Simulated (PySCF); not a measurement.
Compound: C5H11NOSi.
Structure used (GFN2-xTB), in Å, numbered top down from 1:
```
atom  x, y, z in Å
C1     3.109   -0.875    0.030
N2     1.889   -0.321    0.563
C3     0.829    0.012   -0.221
O4     0.854   -0.121   -1.429
C5    -0.369    0.490    0.534
C6    -1.343    1.345   -0.298
C7    -2.671    0.602   -0.045
Si8   -1.739   -0.852    0.763
H9     3.964   -0.238    0.267
H10    3.288   -1.878    0.424
H11    2.990   -0.928   -1.051
H12    1.825   -0.202    1.561
H13   -0.066    0.977    1.461
H14   -1.054    1.290   -1.347
H15   -1.360    2.392    0.003
H16   -3.239    0.403   -0.950
H17   -3.323    1.150    0.633
H18   -2.037   -1.179    2.161
H19   -1.557   -2.059   -0.035
```

Definitions: NICS(0) = −σiso at the ring centroid; NICS(1) = −σiso and NICS(1)zz = −σzz at ±1 Å along the ring normal z. Level: GIAO PBE0/pcSseg-1 (PySCF, non-relativistic, gas phase) on the GFN2-xTB geometry, one conformer.

Ring bond lengths (Å), with Mayer bond orders in brackets: C5–C6 1.541 (0.99), C6–C7 1.543 (1.00), C7–Si8 1.907 (0.95), Si8–C5 1.932 (0.84).

Give the NICS values of each ring in ppm.

```json
{"ring": "C5–C6–C7–Si8", "type": "4-membered ring with Si; formal bonds all single", "NICS(0)": "0.7", "NICS(1), two faces": "-0.2 / -0.6", "NICS(1)zz, two faces": "6.3 / 5.2", "rms pucker (Å)": "0.07", "centre to ring atoms, mean (Å)": "1.22"}
```

What do they say, and how far can they be read as aromaticity?

- C5–C6–C7–Si8: mean NICS(1)zz 5.7 ppm, deshielded. C5, C6, C7, Si8 have four or more neighbours, so the value isn't read as a sign of a π ring current.

What is the mean of the two in-plane components of NICS at the first NICS(1) probe listed for ring C5–C6–C7–Si8, 1 Å off the ring?

The isotropic value is a third of the trace: (3 × -0.2 − (6.3))/2 = -3.5 ppm.

List the ring angles and the Hirshfeld charges of the ring atoms.

- C5–C6–C7–Si8: C5 90.1° (-0.124 e), C6 100.8° (-0.071 e), C7 91.0° (-0.161 e), Si8 76.5° (+0.355 e); sum 358.4° against 360° for a flat convex ring.
